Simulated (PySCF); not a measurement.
F₂H₄O₃Si₂, SMILES O[Si](O)(O)[SiH](F)F. Atoms are numbered in the order given.

```xyz
11

Si     1.2326     0.6017     0.1887
F      2.1890    -0.4033    -0.6636
F      1.1513     1.9778    -0.6682
Si    -0.8704    -0.4000     0.2102
O     -1.1068    -1.1124    -1.2691
O     -2.1508     0.6185     0.4290
O     -0.8087    -1.4403     1.4882
H      1.9220     0.9148     1.4661
H     -0.3532    -1.5781    -1.6466
H     -2.5367     0.9914    -0.3697
H     -1.6356    -1.8489     1.7668
```

Geometry optimised at PBE0-D3(BJ)/def2-SVP. This is a generated structure with no PubChem entry under its InChIKey; it may be hypothetical. The values are those of a single conformer.

Two levels are set side by side: PBE/pcSseg-1 (PySCF) and PBE0/pcSseg-1 (PySCF). GIAO shifts against CFCl3 (¹⁹F), H2O (¹⁷O), TMS (²⁹Si), TMS (¹H) at the same level; non-relativistic, no solvent, atoms listed together averaged. Differences are taken from unrounded values.

| quantity | PBE |
|---|---|
| δ(²⁹Si) of Si1 (ppm) | 6.0 |
| δ(¹⁹F) of F2, F3 (ppm) | -180.2 |
| δ(²⁹Si) of Si4 (ppm) | -45.2 |
| δ(¹H) of H8 (ppm) | 5.81 |

### Question
These are the PBE values. What does PBE0 give? (An estimate is asked for; the answer gives what the named calculation found.)

### Answer

| quantity | PBE0 | PBE minus PBE0 |
|---|---|---|
| δ(²⁹Si) of Si1 (ppm) | 5.2 | 0.8 |
| δ(¹⁹F) of F2, F3 (ppm) | -166.3 | -13.9 |
| δ(²⁹Si) of Si4 (ppm) | -43.2 | -2.0 |
| δ(¹H) of H8 (ppm) | 5.52 | 0.29 |

Rough cost on one machine, each run with all the roots and properties that it gave: PBE0 against PBE within a factor of 2.
